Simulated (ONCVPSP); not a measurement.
Be (Z = 4): excitation energies, all-electron against ONCV

ONCVPSP 4.0.1 input, shortened (lines: element, Z, core and valence counts, functional; n l f; lmax; l rc ep ncon nbas qcut; lloc lpopt rc5 dvloc0; l nproj debl; icmod fcfact rcfact), PBE, scalar-relativistic:

```
  Be 4.00    0    2        4      upf
    1    0    2.00
    2    0    1.00
    2
    0    0.65    0.00    4    7   18.30
    1    0.60    0.15    3    6   13.90
    2    0.50    0.11    4    8   21.80
    4    5    0.50    4.00
    0    3    1.60
    1    2    0.60
    2    2    0.70
    0    0.00    0.00
```

Energies are relative to the spin-unpolarised reference configuration 1s2 2s1; without spin polarisation the order of configurations can differ from experiment.

(1) Give the all-electron excitation energy and the error of the potential for: 1s2 2s2; 1s2 2s0; 1s2 2s1.5; 1s2 2s0 2p2.

Results:

(1)

```json
{"valence configuration": "1s2 2s2", "charge": "0", "ΔE all-electron (eV)": "-9.551", "error AE − PS (meV)": "+0.2"}
{"valence configuration": "1s2 2s0", "charge": "+2", "ΔE all-electron (eV)": "17.948", "error AE − PS (meV)": "+0.9"}
{"valence configuration": "1s2 2s1.5", "charge": "+0.5", "ΔE all-electron (eV)": "-5.790", "error AE − PS (meV)": "+0.1"}
{"valence configuration": "1s2 2s0 2p2", "charge": "0", "ΔE all-electron (eV)": "-2.299", "error AE − PS (meV)": "+0.8"}
```
